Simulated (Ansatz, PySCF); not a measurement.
Pair of molecules: C2H4 (SMILES C=C) (first 6 atoms) with CH4O (SMILES CO); geometry from B3LYP-D3(BJ)/def2-TZVP, rigid monomers moved along the line of their centres of mass till C2···H12 is 3.39 Å.
(charge 0, multiplicity 1):
```xyz
12

C      0.5947    -0.2668    -0.0486
C     -0.6463     0.2019    -0.0443
H      0.8193    -1.2824    -0.3511
H      1.4361     0.3478     0.2483
H     -0.8696     1.2185     0.2562
H     -1.4879    -0.4110    -0.3431
C      0.1377     0.3503     4.7154
O     -0.3273    -0.8603     4.1444
H      1.1744     0.5705     4.4340
H      0.0961     0.2330     5.7979
H     -0.4885     1.2070     4.4390
H     -0.2953    -0.7715     3.1836
```

Interaction energies are E(AB) − E(A) − E(B) at the monomers' geometry in the complex; basis-set methods are counterpoise corrected.

Cores are frozen in the correlated methods.

Codes used: Ansatz (Gaussian orbitals); PySCF for the dispersion terms. 

PBE/def2-TZVPPD gives -4.9 kJ/mol for the interaction energy.

### Question
Where do these levels fall relative to PBE: PBE-D3(BJ)/def2-TZVPPD, r2SCAN/def2-TZVPPD, B3LYP/def2-TZVPPD, wB97M-V/def2-TZVPPD, MP2/aug-cc-pVDZ, CCSD(T)/aug-cc-pVDZ.

### Answer
PBE-D3(BJ)/def2-TZVPPD -1.9; r2SCAN/def2-TZVPPD -0.1; B3LYP/def2-TZVPPD 1.4; wB97M-V/def2-TZVPPD -0.9; MP2/aug-cc-pVDZ -0.8; CCSD(T)/aug-cc-pVDZ -0.5 kJ/mol. 1 of 6 lie above PBE; the widest gap is to PBE-D3(BJ)/def2-TZVPPD.

Ansatz is a first-principles code.
